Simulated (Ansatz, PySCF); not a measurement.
C2H7FOSi (SMILES CCO[SiH2]F), singlet, geometry from GFN2-xTB, atoms displaced at random by about 0.08 Å a coordinate. Base run: R2SCAN/STO-3G, gradient (PySCF).

Here is a job for PySCF.
```python
from pyscf import gto, scf, dft

mol = gto.Mole()
mol.atom = '''
    Si    1.312897    0.235517    0.431753
    F     1.854847    0.602880   -1.040747
    O    -0.419150    0.184371    0.408325
    C    -1.091972   -0.792940   -0.151192
    C    -2.564867   -0.348253   -0.214234
    H     1.978148   -0.782315    0.930557
    H     1.313430    1.607892    1.144757
    H    -1.063328   -1.777453    0.159071
    H    -0.904533   -0.843122   -1.368209
    H    -2.893664    0.565260   -0.412709
    H    -3.285831   -1.069850   -0.497820
    H    -2.787011   -0.541319    0.913357
'''
mol.basis = 'sto-3g'
mol.charge = 0
mol.spin = 0
mol.verbose = 4
mol.build()

mf = dft.RKS(mol)
mf.xc = 'r2scan'
mf.kernel()
g = mf.nuc_grad_method()
grad = g.kernel()
```

Programs used: Ansatz (a quantum-chemistry and plane-wave program), PySCF; a row that names a program was run with it.

The coordinate followed is x of atom 4.

The base run was repeated with changes; each row names its change, and settings that it needs were set with it.

```csv
change,dE/dx (Eh/bohr),net force (Eh/bohr)
base,0.054642,0.005660
grids.level = 5; grid_response = on,0.054413,0.000000
density fitting = on,0.054640,0.005660
conv_tol = 1e-11,0.054642,0.005660
finite difference step (bohr) = 0.2; conv_tol = 1e-11,[?],-
finite difference step (bohr) = 0.01; conv_tol = 1e-11,0.054365,-
grids.level = 0; grid_response = on,0.056786,0.000000
code = ansatz,0.054420,0.000000
grids.level = 5; grid_response = off,0.054388,0.001711
grids.level = 0; grid_response = off,0.057103,0.063198
density fitting = on; auxbasis_response = off,0.054694,0.009550
finite difference step (bohr) = 1e-3; conv_tol = 1e-11,0.054377,-
```

Question: Complete the blanks.

Answer: 
- finite difference step (bohr) = 0.2; conv_tol = 1e-11, dE/dx (Eh/bohr): 0.049468

The net force is zero for an exact gradient.
